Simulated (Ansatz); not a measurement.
Program: Ansatz. Geometries: PBE0-D4/def2-TZVP. ΔE: electronic, gas phase. CBS: MP2 limit from def2 TZ/QZ plus the TZ coupled-cluster correction, frozen cores. This one scheme is used for every species. Functionals use def2-TZVPP. For Br outer-core shells are correlated without core-valence functions, which leaves a few kJ/mol of doubt a bond. Scalar relativity is left out up to krypton. One conformer a species, not always the lowest.

Consider the substitution at a C–C bond: `C=CC(O)=S` + HBr → `C=CBr` + `OC=S`.

Is it downhill or uphill in electronic energy at CCSD(T)/CBS, and by how much? (Estimate.)

Computed: Uphill: ΔE = +72.9 kJ/mol.

What do these levels give: BHLYP-D4, CAM-B3LYP-D4, B2PLYP, HF/def2-SVP, SCS-MP2/def2-TZVPP, SCS-MP2/def2-QZVPP? (Estimate.)

Ansatz gave: BHLYP-D4 77.1, CAM-B3LYP-D4 75.6, B2PLYP 69.9, HF/def2-SVP 92.0, SCS-MP2/def2-TZVPP 67.7, SCS-MP2/def2-QZVPP 68.3 kJ/mol.

Largest T1 diagnostic among the species: 0.018.

From PBE to PBE0 (25 % exact exchange), in def2-TZVPP and without D4, ΔE moves by +5.3 kJ/mol. Leaving LDA and LC-ωPBE aside and taking each functional with its dispersion term where it has one, the values, not all of them listed here, spread over 10.9 kJ/mol, from BLYP-D4 to B97M-V. LDA lies +15.6 kJ/mol from PBE without D4. At CCSD(T), def2-SVP lies +17.6 kJ/mol from the extrapolated value and def2-TZVPP −1.3 kJ/mol.
